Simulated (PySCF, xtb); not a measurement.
SiH2Cl2, SMILES Cl[SiH2]Cl.

Harmonic wavenumbers (cm⁻¹) from xtb with GFN2-xTB at its own minimum, in rising order: 154, 482, 486, 526, 576, 692, 775, 2297, 2330.

### Question
What does B3LYP-D3(BJ)/def2-TZVP run with PySCF give at its own minimum? (The exact figures need the calculation; the answer reports its results.)

### Answer
185, 515, 574, 597, 712, 880, 962, 2276, 2291. Paired by order, the mean absolute difference is 88 cm⁻¹ and the zero-point energies are 11.9 and 12.9 kcal/mol.
